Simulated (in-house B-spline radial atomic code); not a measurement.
# Response and correlation of neutral cadmium

Closed shell [Kr] 4d10 5s2. Computed with a B-spline radial code for spherical atoms: Dirac-Hartree-Fock, relativistic RPA (time-dependent Dirac-Hartree-Fock) for the response and second-order many-body perturbation theory for correlation, no-pair Dirac-Coulomb Hamiltonian, finite nucleus.

Command:
```bash
python run_mb.py task.json out
```
Settings (nuclear radius in fm, box in bohr, cutoff in hartree):
```
basis_form          2
Z                   48
core_configuration  [Kr] 4d10 5s2
rms_radius          4.6087
mass_number         114
speed_of_light      137.036
box_radius          45.0
lmax                7
intervals           67
virtual_cutoff      57600.0
```

Cost of the run: 12 s on 1 thread of Arm Neoverse V2, on a shared host.

```json
{"multipole (bohr³, bohr⁵, bohr⁷)": "dipole", "uncoupled": "49.613", "coupled RPA": "63.685"}
{"multipole (bohr³, bohr⁵, bohr⁷)": "quadrupole", "uncoupled": "386.39", "coupled RPA": "599.11"}
{"multipole (bohr³, bohr⁵, bohr⁷)": "octupole", "uncoupled": "8177.5", "coupled RPA": "?"}
```

What is the coupled octupole polarisability?

11850 atomic units, +45 % against the uncoupled value.

Which subshells carry the dipole polarisability?

5s1/2 100.9 %, 4d5/2 -0.4 %, 4d3/2 -0.4 %.

What does the dipole shielding factor come to?

The dipole shielding factor is 1.000, against the exact N/Z = 48/48 = 1.000 of the non-relativistic theorem.

Dipole polarisability at imaginary frequency:

```tsv
u (Eh)	α(iu) (bohr³)
0	63.68
0.05	59.04
0.15	38.4
0.3	19.84
0.5	11.06
1	5.054
2	2.229
5	0.59
```

What dispersion coefficients follow for two such atoms?

C6 = (3/π)∫α(iu)²du = 614 hartree·bohr⁶ and C8 = 33250 hartree·bohr⁸.

How good is RPA here?

The recommended dipole polarisability is 46 bohr³ (Schwerdtfeger and Nagle, table of static dipole polarizabilities (2023 update)); RPA is off by +38 %, the part due to correlation beyond RPA.

Lowest J = 1 odd-parity excitations:

```json
{"energy (eV)": "1.8809", "oscillator strength": "0.000401", "leading channel": "5s1/2 → p1/2", "weight": "0.698"}
{"energy (eV)": "4.5244", "oscillator strength": "1.49", "leading channel": "5s1/2 → p3/2", "weight": "0.687"}
{"energy (eV)": "5.9494", "oscillator strength": "2.58e-05", "leading channel": "5s1/2 → p1/2", "weight": "0.722"}
{"energy (eV)": "6.1902", "oscillator strength": "0.0869", "leading channel": "5s1/2 → p3/2", "weight": "0.719"}
{"energy (eV)": "6.7433", "oscillator strength": "1.76e-05", "leading channel": "5s1/2 → p1/2", "weight": "0.73"}
{"energy (eV)": "6.8299", "oscillator strength": "0.0193", "leading channel": "5s1/2 → p3/2", "weight": "0.729"}
```

For an outer ns² shell RPA puts the lowest triplet far too low, and second order misses the ns²-np² near-degeneracy.

Second-order correlation energy by the highest angular momentum of the excited pair (hartree): s -0.02572, p -0.2595, d -0.7387, f -1.082, g -0.3425, h -0.1497, i -0.06816, k -0.03484.

What is the second-order correlation energy at the partial-wave limit?

The listed waves sum to -2.7009 hartree; extrapolating the increments as (l + 1/2)⁻⁴ gives -2.7721 hartree, -1.57 eV per electron.
